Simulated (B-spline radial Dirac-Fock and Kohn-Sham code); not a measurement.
## Compton profile of In⁺

System: indium as In⁺, configuration [Kr] 4d10 5s1 5p1 (not the ground configuration).

The run's input, task.json:

```json
{"items": [{
  "Z": 49,
  "q": 1,
  "cfg": [[1, 0, 2], [2, 0, 2], [2, 1, 6], [3, 0, 2], [3, 1, 6], [3, 2, 10], [4, 0, 2], [4, 1, 6], [4, 2, 10], [5, 0, 1], [5, 1, 1]],
  "A": 115,
  "rrms": 4.6156,
  "do": ["scatter"],
  "s": [0.0, 0.09, 0.11, 0.13, 0.16, 0.19, 0.22, 0.26, 0.31, 0.37, 0.44, 0.52, 0.62, 0.73, 0.87, 1.03, 1.23, 1.46, 1.73, 2.05, 2.43, 2.89, 3.43],
  "pz": [0, 0.1, 0.2, 0.3, 0.4, 0.5, 0.6, 0.8, 1.0, 1.2, 1.4, 1.6, 1.8, 2.0, 2.5, 3.0, 4.0, 5.0, 7.0, 10.0, 15.0, 20.0, 30.0, 40.0, 60.0, 100.0],
  "hv_scatter": [1000, 2000, 8047.8, 10000, 17479.3, 50000, 100000, 200000]
}]}
```

Run with: `python xray_run.py task.json out`

The computed values come from a radial finite-basis atomic code: the impulse approximation on relativistic Hartree-Fock (Dirac-Fock) wave functions, averaged over the configuration. pz is in atomic units of momentum; subshell profiles are per electron, for a selection of subshells; open shells are spread over both j values by their weights.

| pz | J total | J 3d3/2 | J 4d3/2 | J 5s1/2 | J 5p3/2 |
| --- | --- | --- | --- | --- | --- |
| 0 | 7.703 | 0.0581 | 0.204 | 1.10 | 0.828 |
| 0.1 | 7.643 | 0.0581 | 0.204 | 1.04 | 0.826 |
| 0.2 | 7.467 | 0.0581 | 0.204 | 0.896 | 0.807 |
| 0.3 | 7.189 | 0.0581 | 0.204 | 0.700 | 0.743 |
| 0.4 | 6.848 | 0.0581 | 0.204 | 0.499 | 0.630 |
| 0.5 | 6.497 | 0.0581 | 0.203 | 0.328 | 0.488 |
| 0.6 | 6.180 | 0.0581 | 0.203 | 0.202 | 0.347 |
| 0.8 | 5.701 | 0.0581 | 0.201 | 0.0750 | 0.142 |
| 1 | 5.363 | 0.0581 | 0.195 | 0.0449 | 0.0488 |
| 1.2 | 5.049 | 0.0581 | 0.186 | 0.0427 | 0.0185 |
| 1.4 | 4.704 | 0.0581 | 0.172 | 0.0408 | 0.0119 |
| 1.6 | 4.327 | 0.0580 | 0.156 | 0.0346 | 0.0113 |
| 1.8 | 3.937 | 0.0580 | 0.138 | 0.0265 | 0.0111 |
| 2 | 3.555 | 0.0579 | 0.120 | 0.0188 | 0.0102 |
| 2.5 | 2.735 | 0.0577 | 0.0776 | 0.00674 | 0.00636 |
| 3 | 2.158 | 0.0570 | 0.0462 | 0.00297 | 0.00315 |
| 4 | 1.539 | 0.0543 | 0.0140 | 0.00237 | 0.000747 |
| 5 | 1.229 | 0.0494 | 0.00460 | 0.00174 | 0.000509 |
| 7 | 0.8174 | 0.0354 | 0.00270 | 0.000383 | 0.000371 |
| 10 | 0.4428 | 0.0167 | 0.00193 | 0.000168 | 7.39e-05 |
| 15 | 0.1905 | 0.00378 | 0.000501 | 6.71e-05 | 2.39e-05 |
| 20 | 0.09612 | 0.000866 | 0.000117 | 1.19e-05 | 1.83e-05 |
| 30 | 0.03228 | 6.42e-05 | 8.58e-06 | 4.66e-06 | 4.70e-06 |
| 40 | 0.01379 | 7.53e-06 | < 1e-6 | 3.29e-06 | 1.09e-06 |
| 60 | 0.003533 | < 1e-6 | < 1e-6 | < 1e-6 | < 1e-6 |
| 100 | 0.0004498 | < 1e-6 | < 1e-6 | < 1e-6 | < 1e-6 |

J(0) = 7.703. The 4d5/2 subshell gives the largest part, 16 %.

Mean momentum ⟨p⟩ by subshell (a.u.): 1s1/2 44.7, 2s1/2 15.8, 2p1/2 21.1, 2p3/2 20.1, 3s1/2 7.57, 3p1/2 9.04, 3p3/2 8.75, 3d3/2 10.4, 3d5/2 10.3, 4s1/2 3.36, 4p1/2 3.68, 4p3/2 3.57, 4d3/2 3.42, 4d5/2 3.37, 5s1/2 0.962, 5p1/2 0.903, 5p3/2 0.874.
